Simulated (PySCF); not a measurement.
Compound: BrClGaH.
Bonds: Cl1–Ga2, Ga2–Br3. Hydrogens: H4 on Ga2.

Computed by this run: PBE0-D3(BJ)/def2-SVP geometry optimisation, gas phase (PySCF 2.14.0); density fitting, grid level 1; the optimiser is geomeTRIC in internal coordinates, started from a GFN2-xTB structure with every atom displaced at random (about 0.01 Å).

Geometry at step 3:
```
atom  x, y, z in Å
Cl1    -1.5507   -1.3413   -0.0063
Ga2    -0.0507    0.1668    0.0374
Br3     2.0813   -0.5994   -0.0126
H4     -0.4217    1.6731   -0.0060
```

**Question.** Give the atomic forces at this geometry.

**Answer.** 
```csv
atom,Fx (eV/Å),Fy (eV/Å),Fz (eV/Å)
Cl1,-0.115,-0.106,0.053
Ga2,-0.004,0.179,-0.167
Br3,0.089,-0.022,0.056
H4,0.030,-0.051,0.058
```

The largest, 0.24 eV/Å, acts on Ga2; the rms over all components is 0.094 eV/Å. The forces sum to zero within rounding, as they must for an isolated molecule in no field.

**Question.** Give the force on Ga2 in Eh/bohr and in nN.

**Answer.** 0.245 eV/Å ÷ 51.422 = 0.00476 Eh/bohr, and 0.245 eV/Å × 1.602 = 0.39 nN.

**Question.** How far is this geometry from the end of the optimisation?

**Answer.** 0.006 eV above it, and 0.021 Å rms away after alignment. The bonds farthest from their final lengths, with half the difference of the two atoms' forces along the bond (positive lengthens):

```json
{"bond": "Cl1–Ga2", "now (Å)": "2.128", "final (Å)": "2.136", "force along bond (eV/Å)": "+0.14"}
{"bond": "Ga2–Br3", "now (Å)": "2.266", "final (Å)": "2.272", "force along bond (eV/Å)": "+0.08"}
{"bond": "Ga2–H4", "now (Å)": "1.552", "final (Å)": "1.548", "force along bond (eV/Å)": "-0.12"}
```

The cost below is that of the whole optimisation. The run took 21 s of wall time on an Arm Neoverse V2 with one thread, on a shared host, and the process peaked at 0.36 GiB of memory.
